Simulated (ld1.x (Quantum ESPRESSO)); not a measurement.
# Cutoff test, aluminium, PAW

* Element: aluminium
* Generator: ld1.x (Quantum ESPRESSO) 7.5
* Type: PAW
* Functional: LDA (PZ)
* Relativity: scalar-relativistic
* Frozen core: [He]
* Valence charge: 11
* Reference configuration: 2s2 2p6 3s2 3p1
* Partial waves: 2s (bound): rcut 1.10, rcutus 1.30 bohr; 3s (bound): rcut 1.10, rcutus 1.30 bohr; 2p (bound): rcut 1.00, rcutus 1.05 bohr; 3p (bound): rcut 1.00, rcutus 1.05 bohr; 3d channel at 0.05 Ry: rcut 1.05, rcutus 1.40 bohr; 3d channel at 2.6 Ry: rcut 1.05, rcutus 1.40 bohr
* Local potential: all-electron potential smoothed inside 1.30 bohr (lloc = -1)
* Core correction: Bessel-smoothed model core inside 0.75 bohr
* Augmentation charge: PSQ, inside the norm-conserving radii

The pseudo-atom Hamiltonian at the reference potential is diagonalised in spherical Bessel functions j_l(qr) that vanish at 20 bohr, with q² up to the cutoff. All-electron valence levels (Ry): 2s -7.9008, 3s -0.5759, 2p -5.1237, 3p -0.2050.

Question: How do the lowest levels (Ry) of each channel move with the cutoff, and are there ghosts?

Answer:

```json
{"cutoff (Ry)": "8", "s #1": "-7.2855", "s #2": "-0.3650", "s #3": "-0.0008", "p #1": "-1.9985", "p #2": "-0.0540", "d #1": "0.0470", "f #1": "0.1041", "f #2": "0.2262", "Σ f·Δε (mRy)": "20555.1"}
{"cutoff (Ry)": "15", "s #1": "-7.7680", "s #2": "-0.4273", "s #3": "-0.0073", "p #1": "-3.7893", "p #2": "-0.1117", "d #1": "0.0468", "f #1": "0.1041", "f #2": "0.2262", "Σ f·Δε (mRy)": "8663.0"}
{"cutoff (Ry)": "25", "s #1": "-7.8865", "s #2": "-0.4698", "s #3": "-0.0116", "p #1": "-4.7177", "p #2": "-0.1456", "d #1": "0.0467", "f #1": "0.1041", "f #2": "0.2262", "Σ f·Δε (mRy)": "2736.4"}
{"cutoff (Ry)": "40", "s #1": "-7.9002", "s #2": "-0.5387", "s #3": "-0.0185", "p #1": "-5.0469", "p #2": "-0.1641", "d #1": "0.0467", "f #1": "0.1041", "f #2": "0.2262", "Σ f·Δε (mRy)": "578.0"}
{"cutoff (Ry)": "60", "s #1": "-7.9006", "s #2": "-0.5747", "s #3": "-0.0222", "p #1": "-5.1169", "p #2": "-0.1767", "d #1": "0.0467", "f #1": "0.1041", "f #2": "0.2262", "Σ f·Δε (mRy)": "71.9"}
{"cutoff (Ry)": "90", "s #1": "-7.9007", "s #2": "-0.5756", "s #3": "-0.0223", "p #1": "-5.1229", "p #2": "-0.1970", "d #1": "0.0467", "f #1": "0.1041", "f #2": "0.2262", "Σ f·Δε (mRy)": "13.6"}
{"cutoff (Ry)": "120", "s #1": "-7.9008", "s #2": "-0.5759", "s #3": "-0.0223", "p #1": "-5.1235", "p #2": "-0.2046", "d #1": "0.0467", "f #1": "0.1041", "f #2": "0.2262", "Σ f·Δε (mRy)": "1.5"}
{"cutoff (Ry)": "180", "s #1": "-7.9008", "s #2": "-0.5759", "s #3": "-0.0223", "p #1": "-5.1237", "p #2": "-0.2049", "d #1": "0.0467", "f #1": "0.1041", "f #2": "0.2262", "Σ f·Δε (mRy)": "0.4"}
{"cutoff (Ry)": "400", "s #1": "-7.9008", "s #2": "-0.5760", "s #3": "-0.0223", "p #1": "-5.1237", "p #2": "-0.2050", "d #1": "0.0467", "f #1": "0.1041", "f #2": "0.2262", "Σ f·Δε (mRy)": "0.0"}
```

Result: no extra level below or beside the all-electron valence levels (s, p, d, f tested); 10 mRy is reached at 100 Ry and 1 mRy at 140 Ry.

Test run stopped at test 1 of 9 (negative rho).
